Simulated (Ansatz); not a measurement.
One change: `N[CH2][Ga]([NH2])[OH]` becomes `[NH2][GaH][OH]`.

Ansatz, PBE0-D4/def2-TZVP geometries, multiplicity 1. Each molecule was computed in one conformer, which needn't be the lowest.

Scalar relativity is left out up to krypton.

```
                                                                                  property  `N[CH2][Ga]([NH2])[OH]`
                                                       HOMO–LUMO gap (PBE/def2-TZVPP) / eV                     4.11
                                            zero-point energy (PBE0-D4/def2-TZVP) / kJ/mol                    243.8
                                                         LUMO energy (PBE/def2-TZVPP) / eV                    -0.80
                                        size of the dipole moment (ωB97M-V/def2-TZVPP) / D                     2.48
                                            size of the dipole moment (PBE/def2-TZVPP) / D                     2.19
ideal-gas entropy at 298 K and 1 bar (rigid rotor, harmonic PBE0-D4/def2-TZVP) / J/(mol·K)                      393
```

Give the same properties after the change, and the shifts. (Estimate.)

The calculation gave: 
```tsv
property	`[NH2][GaH][OH]`	shift
HOMO–LUMO gap (PBE/def2-TZVPP) / eV	5.11	1.00
zero-point energy (PBE0-D4/def2-TZVP) / kJ/mol	119.6	-124.2
LUMO energy (PBE/def2-TZVPP) / eV	-0.86	-0.06
size of the dipole moment (ωB97M-V/def2-TZVPP) / D	2.31	-0.17
size of the dipole moment (PBE/def2-TZVPP) / D	2.32	0.13
ideal-gas entropy at 298 K and 1 bar (rigid rotor, harmonic PBE0-D4/def2-TZVP) / J/(mol·K)	306	-87
```

With PBE0 the HOMO falls by 1.17 eV and the LUMO falls by 0.13 eV, so the gap widens by about 1.04 eV. PBE moves the HOMO by -1.06 eV and ωB97M-V by -1.29 eV. The zero-point energy changes by -124.2 kJ/mol with -15 modes. Dipoles are sizes alone; their direction can turn. Modes under 60 cm⁻¹, often nearly free rotors, make the harmonic entropy too high.
